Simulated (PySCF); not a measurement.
Potential energy curve for SMILES [BH3-][OH2+], singlet. The B1–O5 bond (B1 also carries H, H, H; O5 carries H, H) is stretched with both fragments frozen at the PBE0/def2-TZVP optimised geometry.

Levels: RHF/def2-TZVP, density fitting (PySCF); UKS-LDA (SVWN5) = unrestricted LDA (SVWN5)/def2-TZVP run with PySCF; RKS-LDA (SVWN5) = restricted LDA (SVWN5)/def2-TZVP (PySCF 2.14.0).

Magnitude of the dipole moment (D; its direction can reverse along the curve, and a method can change to another solution) and Mulliken charge of the fragment that holds B1:

| R / Å | μ RHF | q RHF | μ UKS-LDA (SVWN5) | q UKS-LDA (SVWN5) | μ RKS-LDA (SVWN5) | q RKS-LDA (SVWN5) |
|---|---|---|---|---|---|---|
| 1.34 | 5.16 | -0.52 | 4.95 | -0.63 | 4.95 | -0.63 |
| 1.43 | 5.02 | -0.44 | 4.88 | -0.53 | 4.88 | -0.53 |
| 1.52 | 4.86 | -0.38 | 4.78 | -0.45 | 4.78 | -0.45 |
| 1.59 | 4.71 | -0.34 | 4.69 | -0.40 | 4.69 | -0.40 |
| 1.62 | 4.65 | -0.33 | 4.65 | -0.39 | 4.65 | -0.39 |
| 1.69 | 4.49 | -0.29 | 4.54 | -0.35 | 4.54 | -0.35 |
| 1.74 | 4.38 | -0.27 | 4.46 | -0.32 | 4.46 | -0.32 |
| 1.78 | 4.28 | -0.25 | 4.40 | -0.30 | 4.40 | -0.30 |
| 1.84 | 4.15 | -0.22 | 4.30 | -0.27 | 4.30 | -0.27 |
| 1.94 | 3.93 | -0.17 | 4.13 | -0.23 | 4.13 | -0.23 |
| 2.07 | 3.66 | -0.13 | 3.92 | -0.19 | 3.92 | -0.19 |
| 2.26 | 3.34 | -0.08 | 3.64 | -0.14 | 3.64 | -0.14 |
| 2.50 | 3.06 | -0.04 | 3.33 | -0.10 | 3.33 | -0.10 |
| 2.75 | 2.87 | -0.03 | 3.09 | -0.08 | 3.09 | -0.08 |
| 3.07 | 2.74 | -0.02 | 2.86 | -0.05 | 2.86 | -0.05 |
| 3.42 | 2.66 | -0.01 | 2.69 | -0.03 | 2.69 | -0.03 |
| 3.69 | 2.62 | -0.01 | 2.61 | -0.02 | 2.61 | -0.02 |
| 4.18 | 2.58 | 0.00 | 2.51 | -0.01 | 2.51 | -0.01 |
| 4.56 | 2.56 | 0.00 | 2.47 | -0.01 | 2.47 | -0.01 |
| 5.06 | 2.54 | 0.00 | 2.43 | 0.00 | 2.43 | 0.00 |
